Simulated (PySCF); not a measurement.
# Computed records: BClH₄Si₂, CH₅BSi₂, CH₄BClSi

Computed with PySCF 2.14.0. Calculation on a computer-drawn molecule: the log of a Hartree-Fock and frozen-core CCSD(T) single point meant for a local Hartree-Fock minimum, with one planted fault or none, to be diagnosed. Offsets are logged minus clean, where the clean run is the same molecule without the fault. The reference is restricted for singlets and unrestricted otherwise, and also for a bond in bohr or an excited solution. Adding or removing an electron swaps singlet and doublet. The excited solution moves the top pair (singlet) or top alpha electron (doublet) to the lowest empty orbital. Highest occupied and lowest empty are orbital energies over both spins, largest force is the largest gradient component, triples share is (T) over the correlation energy, the T1 limit is 0.02 restricted and 0.045 unrestricted, electrons count all cores, a negative frequency is imaginary (commonest isotopes), and the dipole is about the centre of nuclear charge.

Common to all runs: meant charge 0; meant multiplicity 1; meant basis cc-pV(D+d)Z; logged SCF converged yes; possible faults no fault, one electron removed, one electron added, multiplicity raised by two, geometry at a saddle point, SCF held on an excited solution, minimal basis STO-3G, one bond length entered in bohr, all coordinates scaled.

(1) 
```xyz
8
formula=BClH4Si2 logged_electrons=53 logged_basis_functions=103 logged_spin_squared=0.7922 logged_highest_occupied=-15.698 logged_lowest_empty=-6.7807 logged_largest_force=0.043709 logged_T1_diagnostic=0.032091 logged_D1_diagnostic=0.16245 logged_triples_share=0.034736 logged_CC_converged=yes logged_dipole_magnitude=6.3622 logged_SCF_stable_within_its_kind=yes logged_energy_HF=-1064.0588 logged_energy_CCSD(T)=-1064.51816 planted_fault=one_electron_removed HF_energy_offset_from_clean_run=179.7 CCSD(T)_energy_offset_from_clean_run=193.1
Si     0.1935    -3.3760    -1.6497
B      0.2028    -1.4114    -1.1309
Si    -1.2809    -0.3494    -0.1944
Cl     1.6720    -0.4950    -1.5835
H      0.7605    -3.7586    -0.2942
H     -0.7377     0.2936     1.0262
H     -2.4131    -1.2279     0.1951
H     -1.7935     0.6969    -1.1129
```

Units: logged_highest_occupied, logged_lowest_empty in eV; logged_largest_force in hartree/bohr; logged_dipole_magnitude in debye; logged_energy_HF, logged_energy_CCSD(T) in hartree; HF_energy_offset_from_clean_run, CCSD(T)_energy_offset_from_clean_run in kcal/mol.

Drawn bonds:
```
atom  other atom  order
   1           2      1
   2           3      1
   2           4      1
   1           5      1
   3           6      1
   3           7      1
   3           8      1
```

(2) 
```xyz
8
formula=BClH4Si2 logged_electrons=54 logged_basis_functions=103 logged_spin_squared=0 logged_highest_occupied=-6.1167 logged_lowest_empty=-2.3086 logged_largest_force=0.043217 logged_CC_converged=no logged_dipole_magnitude=1.2821 logged_SCF_stable_within_its_kind=no logged_energy_HF=-1064.14873 planted_fault=SCF_held_on_an_excited_solution HF_energy_offset_from_clean_run=123.3
Si     0.1935    -3.3760    -1.6497
B      0.2028    -1.4114    -1.1309
Si    -1.2809    -0.3494    -0.1944
Cl     1.6720    -0.4950    -1.5835
H      0.7605    -3.7586    -0.2942
H     -0.7377     0.2936     1.0262
H     -2.4131    -1.2279     0.1951
H     -1.7935     0.6969    -1.1129
```

Units: logged_highest_occupied, logged_lowest_empty in eV; logged_largest_force in hartree/bohr; logged_dipole_magnitude in debye; logged_energy_HF in hartree; HF_energy_offset_from_clean_run in kcal/mol.

Drawn bonds:
```
atom  other atom  order
   1           2      1
   2           3      1
   2           4      1
   1           5      1
   3           6      1
   3           7      1
   3           8      1
```

Notes: CCSD not converged.

(3) 
```xyz
9
formula=CH5BSi2 logged_electrons=44 logged_basis_functions=99 logged_spin_squared=2.0196 logged_highest_occupied=-7.4361 logged_lowest_empty=0.52768 logged_largest_force=0.023918 logged_T1_diagnostic=0.01953 logged_D1_diagnostic=0.071528 logged_triples_share=0.037659 logged_CC_converged=yes logged_dipole_magnitude=3.5284 logged_SCF_stable_within_its_kind=yes logged_energy_HF=-643.19508 logged_energy_CCSD(T)=-643.64583
Si     0.9455    -0.0628    -2.5758
B      0.6391    -1.5603    -1.2327
C     -0.5621    -1.7087    -0.2873
Si    -0.6138    -3.0610     0.7537
H      1.8074     0.7516    -1.6238
H      1.4823    -2.4336    -1.2225
H     -1.3660    -0.9789    -0.2525
H      0.4318    -4.0930     0.7620
H     -1.6830    -3.3295     1.7342
```

Units: logged_highest_occupied, logged_lowest_empty in eV; logged_largest_force in hartree/bohr; logged_dipole_magnitude in debye; logged_energy_HF, logged_energy_CCSD(T) in hartree.

Drawn bonds:
```
atom  other atom  order
   1           2      1
   2           3      1
   3           4      2
   1           5      1
   2           6      1
   3           7      1
   4           8      1
   4           9      1
```

(4) 
```xyz
9
formula=CH5BSi2 logged_electrons=44 logged_basis_functions=33 logged_spin_squared=0 logged_highest_occupied=-4.8234 logged_lowest_empty=5.7057 logged_largest_force=0.031118 logged_T1_diagnostic=0.017728 logged_D1_diagnostic=0.066332 logged_triples_share=0.019847 logged_CC_converged=yes logged_dipole_magnitude=2.8038 logged_SCF_stable_within_its_kind=yes logged_energy_HF=-635.72284 logged_energy_CCSD(T)=-635.96116
Si     0.9455    -0.0628    -2.5758
B      0.6391    -1.5603    -1.2327
C     -0.5621    -1.7087    -0.2873
Si    -0.6138    -3.0610     0.7537
H      1.8074     0.7516    -1.6238
H      1.4823    -2.4336    -1.2225
H     -1.3660    -0.9789    -0.2525
H      0.4318    -4.0930     0.7620
H     -1.6830    -3.3295     1.7342
```

Units: logged_highest_occupied, logged_lowest_empty in eV; logged_largest_force in hartree/bohr; logged_dipole_magnitude in debye; logged_energy_HF, logged_energy_CCSD(T) in hartree.

Drawn bonds:
```
atom  other atom  order
   1           2      1
   2           3      1
   3           4      2
   1           5      1
   2           6      1
   3           7      1
   4           8      1
   4           9      1
```

(5) 
```xyz
8
formula=CH4BClSi logged_electrons=47 logged_basis_functions=94 logged_spin_squared=0.7718 logged_highest_occupied=-1.1931 logged_lowest_empty=7.1894 logged_largest_force=0.041121 logged_T1_diagnostic=0.019392 logged_D1_diagnostic=0.082552 logged_triples_share=0.030707 logged_CC_converged=yes logged_dipole_magnitude=6.5065 logged_SCF_stable_within_its_kind=yes logged_energy_HF=-813.32625 logged_energy_CCSD(T)=-813.8518
Si     1.0084    -1.3163     1.2550
C      0.6763    -0.6769    -0.5347
B      1.9370    -0.8186    -1.4183
Cl     3.1177     0.5122    -1.5173
H      1.8813    -2.4962     0.8590
H      0.2465     0.3240    -0.4813
H     -0.1004    -1.3904    -0.8578
H      2.2187    -1.8150    -2.0106
```

Units: logged_highest_occupied, logged_lowest_empty in eV; logged_largest_force in hartree/bohr; logged_dipole_magnitude in debye; logged_energy_HF, logged_energy_CCSD(T) in hartree.

Drawn bonds:
```
atom  other atom  order
   1           2      1
   2           3      1
   3           4      1
   1           5      1
   2           6      1
   2           7      1
   3           8      1
```

Q: CH₅BSi₂ (entry 3): planted fault?
A: multiplicity raised by two

Q: Give the missing planted fault for CH₅BSi₂ (entry 4).
A: minimal basis STO-3G

Q: CH₄BClSi (entry 5): planted fault?
A: one electron added

Further results for CH₅BSi₂ (entry 3):

```
HF energy offset from clean run      : 10.36 kcal/mol
CCSD(T) energy offset from clean run : 23.38 kcal/mol
```

Further results for CH₅BSi₂ (entry 4):

```
HF energy offset from clean run      : 4699 kcal/mol
CCSD(T) energy offset from clean run : 4846 kcal/mol
```

Further results for CH₄BClSi (entry 5):

```
HF energy offset from clean run      : -7.951 kcal/mol
CCSD(T) energy offset from clean run : -14.35 kcal/mol
```
